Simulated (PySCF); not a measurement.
Cd(H)(Et), C₂H₆Cd, SMILES C[CH2][CdH] at its B3LYP/def2-SVP optimised geometry (Å):

```
9

Cd     1.1251    -0.6380     0.0000
H      2.8155    -0.6380     0.0000
C     -1.0280    -0.6531    -0.0053
C     -1.7135     0.6388     0.4609
H     -1.3448    -1.5037     0.6233
H     -1.3451    -0.9062    -1.0321
H     -1.4482     1.5037    -0.1703
H     -1.4443     0.9045     1.4971
H     -2.8155     0.5508     0.4319
```

Level of theory: B3LYP/def2-TZVP, def2 effective core potentials past Kr in PySCF. The core electrons that the potentials of Cd replace are not part of the density.

Map of the log10 of the electron density (e/bohr³), floored at −4 on the plane z = 0.8 Å:

```
|000000000000000000000000000|
|000000000000000000000000000|
|000000000000000000000000000|
|000000000000000000000000000|
|000000000000000000000000000|
|000000000110000000000000000|
|000000122222100000000000000|
|000011234443210000000000000|
|000123455654321000000000000|
|001245567776432111111000000|
|002356788986533333322110000|
|002467899997544454443321000|
|002467899987655666554432100|
|002356778887666787666543200|
|001245567887777898766653210|
|000123456888777998766654210|
|000012357888767888766543200|
|000001357997666676655442100|
|000001346776545555444321000|
|000000234555433343332210000|
|000000123333222222211100000|
|000000001111100000000000000|
|000000000000000000000000000|
|000000000000000000000000000|
|000000000000000000000000000|
|000000000000000000000000000|
|000000000000000000000000000|
```
Scale: ten equal steps from -4.00 (start of '0') to -0.496 (end of '9'), in the order '0123456789'; x runs from -5.00 to 5.00, y from -5.00 (bottom) to 5.00 (top).
